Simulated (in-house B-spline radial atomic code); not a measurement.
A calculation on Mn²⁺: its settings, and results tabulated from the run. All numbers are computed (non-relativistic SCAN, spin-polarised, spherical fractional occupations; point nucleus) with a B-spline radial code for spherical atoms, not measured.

Command:
```bash
python run_scf.py task.json out
```
Settings:
```
Z                25
configuration    [Ar] 3d5
hamiltonian      nr
method           scan,scan
spin_polarised   True
```

Output (hartree, bohr):
```
 radial grid: 48 intervals, B-splines of order 8, outer radius 25.5556 bohr

 iter        energy (Eh)    residual
    1       -1150.257757    5.33e-02
    2       -1150.261491    3.17e-03
    3       -1150.261674    1.04e-03
    4       -1150.261677    4.96e-04
    5       -1150.261678    4.70e-05
    6       -1150.261678    3.35e-05
    7       -1150.261678    2.70e-06
    8       -1150.261678    6.91e-07
    9       -1150.261678    6.44e-08

 total energy                     -1150.26168
 kinetic                            1149.3917
 electron-nucleus                  -2718.6616
 Hartree                             470.8502
 exchange-correlation                -51.8420

 orbital      occ     eigenvalue          <r>       <r^2>       <1/r>       r_max
 1s up      1.000      -235.7000    0.0615815  0.00508706     24.5128     0.04054
 1s down    1.000      -235.7009    0.0615816  0.00508704     24.5128     0.04054
 2s up      1.000       -27.9071     0.282155   0.0939994      5.2327      0.2349
 2s down    1.000       -27.7932     0.281332   0.0934093     5.24796      0.2347
 2p up      3.000       -23.9458     0.248467   0.0758876     5.16665      0.1897
 2p down    3.000       -23.8622     0.247575   0.0752836     5.18063      0.1894
 3s up      1.000        -3.9394     0.858884    0.850044     1.63801      0.7438
 3s down    1.000        -3.6832     0.864683    0.862523     1.62369       0.745
 3p up      3.000        -2.7903     0.905044    0.963052     1.51355      0.7563
 3p down    3.000        -2.5368     0.913432    0.982395     1.49748      0.7588
 3d up      5.000        -0.9679      1.11609      1.5924     1.18073      0.7594
```

Run time, properties included: 0.31 s on 1 thread of Intel(R) Xeon(R) Platinum 8259CL CPU @ 2.50GHz, on a shared host.
